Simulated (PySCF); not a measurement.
Cobalt: highly charged ions in a basis for the neutral atom

Co¹³⁺ [Ne] 3s2 3p2, Co¹⁴⁺ [Ne] 3s2 3p1. Computed with PySCF 2.14 in cc-pVTZ-DK (7s6p4d2f1g, 68 functions), with the spin-free X2C one-electron Hamiltonian (Gaussian nucleus). No spin-orbit coupling, so a gap to NIST mixes the basis error with missing relativistic terms.

Changed run: basis of the neutral atom used for a highly charged ion. This setting is unsound on purpose.

```
species  method  sound run (hartree)  changed run (hartree)  converged
  Co¹³⁺     UHF              not run            -1316.76060        yes
  Co¹³⁺     LDA              not run            -1314.59749        yes
  Co¹³⁺     PBE              not run            -1317.12117        yes
  Co¹⁴⁺     UHF              not run            -1301.76906        yes
  Co¹⁴⁺     LDA              not run            -1299.56639        yes
  Co¹⁴⁺     PBE              not run            -1302.08848        yes
```

Ionisation energy of Co¹³⁺:

| method | changed run (eV) | NIST (eV) |
| --- | --- | --- |
| UHF | 407.94 | 410 ± 1 |
| LDA | 409.02 | 410 ± 1 |
| PBE | 409.06 | 410 ± 1 |

The contracted functions were made for the neutral atom and can be too rigid for a highly charged ion.
